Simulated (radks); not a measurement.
These are the eigenvalues of the occupied orbitals of an atom or ion with whole-number occupations (Ry). Method: Dirac Kohn-Sham, LDA (Slater exchange, Perdew-Wang correlation), spin-unpolarised, spherical densities, finite nucleus; Fermi nuclear charge, rms radius of each element as measured or else 0.836 A^(1/3) + 0.57 fm; computed with a radial shooting solver on a logarithmic mesh with Libxc functionals.

| orbital | eigenvalue |
|---|---|
| 1s1/2 | -1434.465 |
| 2s1/2 | -247.1949 |
| 2p1/2 | -231.7217 |
| 2p3/2 | -224.6432 |
| 3s1/2 | -78.54155 |
| 3p1/2 | -72.88650 |
| 3p3/2 | -71.45937 |
| 3d3/2 | -62.15286 |
| 3d5/2 | -61.85380 |

Which element is it, and in what charge state? The configuration may be excited. Open shells, if any, are shared by 2j + 1.

Answer. Z = 41, niobium, charge +20: Nb20+ in [Ar] 3d3. The list shows which subshells hold electrons but not how many an open one holds; the 1s level, -717.23 hartree, gives Z - s = 37.9 by -(Z - s)^2/2, which with screening and relativity narrows Z to a few neighbours, and the depths of the outer levels then fix element, charge and occupations together.
